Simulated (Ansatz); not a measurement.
Reaction (formal exchange of groups at the Si–Ge bond): `[SiH3][SiH2][GeH2][SiH2][SiH3]` + `[NH2][AlH][NH2]` → `[NH2][Al]([NH2])[SiH2][SiH3]` + `[SiH3][SiH2][GeH3]`

Gas-phase electronic energies from Ansatz, PBE0-D4/def2-TZVP geometries. CBS: MP2 limit from def2 TZ/QZ plus the TZ coupled-cluster correction, frozen cores. This one scheme is used for every species. Functionals use def2-TZVPP. B3LYP here is the variant with VWN-RPA as its local correlation; programs differ in this. For Ge outer-core shells are correlated without core-valence functions, which leaves a few kJ/mol of doubt a bond. Scalar relativity is left out up to krypton. Each species was taken in one conformer, which may not be the lowest.

`[SiH3][SiH2][GeH2][SiH2][SiH3]`:

Z-matrix (Å, degrees):
```
Si
Si 1 2.337
H 1 1.488 2 109.4
H 1 1.488 2 109.8 3 118.9
H 1 1.488 2 111.6 3 -120.4
Ge 2 2.382 1 109.3 3 -59.8
H 2 1.490 1 110.4 3 178.2
H 2 1.490 1 109.5 3 59.1
Si 6 2.382 2 109.0 1 50.1
H 6 1.540 2 109.7 1 -70.6
H 6 1.540 2 110.2 1 170.7
Si 9 2.337 6 109.4 2 50.3
H 9 1.490 6 108.6 2 -69.1
H 9 1.490 6 110.7 2 172.1
H 12 1.488 9 109.4 6 -59.3
H 12 1.488 9 111.6 6 -179.7
H 12 1.488 9 109.8 6 59.6
```

`[NH2][AlH][NH2]`:

```xyz
8

N    -0.865   -0.824    1.004
Al    0.549   -0.129    0.200
N     0.350    0.946   -1.191
H    -1.829   -0.676    0.753
H    -0.806   -1.440    1.798
H     1.999   -0.471    0.728
H    -0.520    1.229   -1.608
H     1.122    1.366   -1.683
```

`[NH2][Al]([NH2])[SiH2][SiH3]`:

Z-matrix (Å, degrees):
```
Si
Si 1 2.338
Al 1 2.441 2 109.5
H 1 1.493 2 108.4 3 123.4
H 1 1.494 2 107.4 3 -121.5
H 2 1.489 1 110.1 3 -62.2
H 2 1.491 1 109.4 3 55.9
H 2 1.489 1 113.2 3 176.4
N 3 1.770 1 117.9 2 -37.1
N 3 1.769 1 121.6 2 141.6
H 9 1.007 3 126.6 1 -179.5
H 9 1.007 3 123.4 1 0.0
H 10 1.007 3 123.5 1 1.3
H 10 1.007 3 126.4 1 -179.0
```

`[SiH3][SiH2][GeH3]`:

Z-matrix (Å, degrees):
```
Si
Si 1 2.337
H 1 1.488 2 109.7
H 1 1.488 2 111.3 3 120.4
H 1 1.488 2 109.7 3 -119.2
Ge 2 2.380 1 110.4 3 59.6
H 2 1.490 1 109.9 3 -179.8
H 2 1.490 1 109.9 3 -61.0
H 6 1.538 2 110.2 1 -59.7
H 6 1.538 2 110.2 1 59.6
H 6 1.538 2 111.3 1 179.9
```

Is it downhill or uphill in electronic energy at CCSD(T)/CBS, and by how much? (An estimate is asked.)

The calculation gave: Uphill: ΔE = +15.4 kJ/mol.

What do these levels give: r2SCAN-D4, B97M-V, B3LYP-D4, PBE-QIDH, revPBE, CAM-B3LYP, LC-ωPBE, MP2/def2-SVP, CCSD/def2-TZVPP, CCSD(T)/def2-TZVPP, SCS-MP2/def2-QZVPP, MP2/CBS(def2)? (Estimate.)

Ansatz gave: r2SCAN-D4 10.8, B97M-V 15.3, B3LYP-D4 15.7, PBE-QIDH 11.2, revPBE -0.2, CAM-B3LYP 7.2, LC-ωPBE 6.3, MP2/def2-SVP 14.4, CCSD/def2-TZVPP 11.6, CCSD(T)/def2-TZVPP 12.4, SCS-MP2/def2-QZVPP 16.8, MP2/CBS(def2) 21.9 kJ/mol.

Largest T1 diagnostic among the species: 0.013.

At CCSD(T), def2-SVP lies −6.3 kJ/mol from the extrapolated value and def2-TZVPP −2.9 kJ/mol. Leaving LDA and LC-ωPBE aside and taking each functional with its dispersion term where it has one, the values, not all of them listed here, spread over 7.9 kJ/mol, from PBE-D4 to BHLYP-D4. LDA lies +4.7 kJ/mol from PBE without D4. In def2-TZVPP, CCSD(T) changes the Hartree–Fock value by +6.0 kJ/mol (the triples alone add +0.9 kJ/mol) and MP2 by +12.5 kJ/mol.
